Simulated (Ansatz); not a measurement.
Basis sets compared for the cluster B6Pt⁺. The state is a doublet with charge 1. Geometry r2SCAN-D4/def2-SVP. Ansatz on 4 threads of Intel Xeon 6975P-C on a shared host; times are rough, and most runs start from earlier orbitals.

Cartesian coordinates in Å:
```
Pt 1.340 0.282 -1.559
B 0.223 -0.799 -0.287
B -1.454 -0.093 -0.074
B 0.299 -0.139 1.425
B -0.438 0.988 -0.743
B 0.823 0.958 0.343
B -0.793 -1.196 0.896
```

In the def2 sets Pt takes a core potential; there is no spin–orbit coupling. Another isomer (doublet) lies 1.06 eV lower at PBE0-D4/def2-TZVP; other spin states weren't run for this one.

```csv
level,functions,energy (Eh),HOMO (eV),LUMO (eV),wall time
PBE-D4/def2-SVP,116,-267.6662,-10.64,-9.74,1.4 s
PBE0-D4/def2-SVP,116,-267.6158,-11.57,-8.83,1.8 s
```

Problem. Estimate the rows for PBE-D4/def2-TZVP (with forces), PBE0-D4/def2-TZVP.

Solution. 
```json
{"level": "PBE-D4/def2-TZVP (with forces)", "functions": "226", "energy (Eh)": "-267.8240", "HOMO (eV)": "-10.63", "LUMO (eV)": "-9.72", "wall time": "3 s"}
{"level": "PBE0-D4/def2-TZVP", "functions": "226", "energy (Eh)": "-267.7738", "HOMO (eV)": "-11.54", "LUMO (eV)": "-8.78", "wall time": "4.7 s"}
```
